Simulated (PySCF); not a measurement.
A PySCF script (with the pyscf-properties extension) for the NMR shieldings of SMILES C(C(C#C)(CC)C[SiH3])C, C₈H₁₆Si, on a GFN2-xTB geometry:

```python
import basis_set_exchange as bse
import numpy as np
from pyscf import gto, dft
from pyscf.prop import nmr

atoms = """
C    -0.001875   -2.260238    1.809042
C     0.025025   -1.382341    0.996167
C     0.074061   -0.328259   -0.008546
C     1.371699   -0.508307   -0.827964
C     2.654314   -0.386106   -0.012924
C     0.027751    1.019094    0.737278
C     0.051641    2.251503   -0.158234
C    -1.127760   -0.509239   -0.952952
Si   -2.854215   -0.279725   -0.184565
H    -0.034860   -3.024674    2.527017
H     1.384766    0.221514   -1.640208
H     1.341286   -1.502085   -1.283637
H     2.810627    0.633614    0.330239
H     2.616248   -1.043608    0.853044
H     3.508764   -0.669973   -0.624064
H    -0.882541    1.036623    1.342399
H     0.872029    1.061173    1.428618
H    -0.812862    2.274520   -0.816684
H     0.952607    2.281805   -0.766142
H     0.030640    3.148879    0.457336
H    -1.070876   -1.518451   -1.370218
H    -1.013511    0.172142   -1.798898
H    -2.948424   -0.974154    1.098184
H    -3.155049    1.143328    0.002196
H    -3.830419   -0.832889   -1.127347
"""
names = dict.fromkeys(["C", "Si", "H"], "pcSseg-1")
basis = {el: gto.basis.parse(bse.get_basis(n, elements=[el], fmt="nwchem")) for el, n in names.items()}
mol = gto.M(atom=atoms, basis=basis, charge=0, verbose=0)
mf = dft.RKS(mol, xc="PBE0")
mf.grids.level = 2
mf.grids.alignment = dft.numint.BLKSIZE   # the property module wants whole blocks of grid points
mf.conv_tol = 1e-9
mf.kernel()

calc = nmr.RKS(mf)   # GIAO
C = mf.mo_coeff
Co = C[:, mf.mo_occ > 0]
resp = mf.gen_response(singlet=True, hermi=2)
def vind(x):   # induced exchange potential for any number of trial vectors
    d = np.einsum("pi,xij,qj->xpq", C, 2 * x.reshape(-1, C.shape[1], Co.shape[1]), Co, optimize=True)
    return np.einsum("xpq,pi,qj->xij", resp(d - d.transpose(0, 2, 1)), C, Co, optimize=True).ravel()
mo1, _ = nmr.rhf.solve_mo1(calc, with_cphf=vind)
sigma = calc.kernel(mo1)
for i, s in enumerate(sigma):   # ppm
    w = np.linalg.eigvalsh((s + s.T) / 2)
    print("%2d %-2s iso %8.1f  s11 %8.1f  s22 %8.1f  s33 %8.1f" % (i, mol.atom_pure_symbol(i), w.mean(), *w))
```

Q: What does it print?

A: 
```
 0 C  iso    110.1  s11     37.1  s22     49.7  s33    243.3
 1 C  iso     89.5  s11    -20.0  s22     -8.4  s33    297.0
 2 C  iso    150.5  s11    137.5  s22    155.5  s33    158.7
 3 C  iso    149.0  s11    129.0  s22    144.1  s33    173.8
 4 C  iso    175.0  s11    165.5  s22    172.2  s33    187.2
 5 C  iso    155.7  s11    139.2  s22    154.4  s33    173.4
 6 C  iso    178.2  s11    172.0  s22    174.6  s33    188.0
 7 C  iso    164.6  s11    146.5  s22    154.5  s33    192.7
 8 Si iso    429.3  s11    405.1  s22    414.7  s33    468.2
 9 H  iso     30.1  s11     24.4  s22     25.1  s33     40.8
10 H  iso     30.1  s11     26.6  s22     29.6  s33     34.2
11 H  iso     30.2  s11     25.1  s22     30.5  s33     35.0
12 H  iso     30.8  s11     25.5  s22     30.5  s33     36.5
13 H  iso     30.2  s11     24.8  s22     30.5  s33     35.3
14 H  iso     30.7  s11     25.7  s22     27.4  s33     39.0
15 H  iso     30.2  s11     26.6  s22     29.7  s33     34.4
16 H  iso     29.9  s11     26.0  s22     29.5  s33     34.1
17 H  iso     30.9  s11     25.5  s22     31.0  s33     36.3
18 H  iso     31.0  s11     25.5  s22     30.7  s33     36.8
19 H  iso     30.8  s11     26.0  s22     27.1  s33     39.2
20 H  iso     30.6  s11     25.6  s22     30.1  s33     36.2
21 H  iso     30.7  s11     26.8  s22     29.7  s33     35.7
22 H  iso     27.5  s11     23.2  s22     27.4  s33     31.8
23 H  iso     27.9  s11     23.6  s22     27.2  s33     32.8
24 H  iso     28.0  s11     24.3  s22     25.4  s33     34.4
```

These numbers come from an equivalent density-fitted implementation of the same equations, which agrees with the script to about 0.01 ppm for H and up to a few tenths of a ppm for heavy atoms, so last digits may differ.

Q: Turn these shieldings into chemical shifts. References, each an isolated molecule treated in the same way: 13C (σref 186.93), 29Si (σref 349.16), 1H (σref 31.72) against TMS.

A: Averaging equivalent atoms: C 1: 97.4; C 0: 76.9; C 2: 36.4; C 3/5: 34.6; C 7: 22.4; C 4/6: 10.3; Si 8: -80.2; H 22/23/24: 3.93; H 11/16: 1.68; H 9: 1.61; H 10/15: 1.54; H 20/21: 1.05; H 12/13/14/17/18/19: 0.99 ppm. 

Size and cost of the density-fitted run: 240 basis functions, 48 s wall time on 1 thread of an Arm Neoverse V2, shared host; peak memory 1.1 GiB.
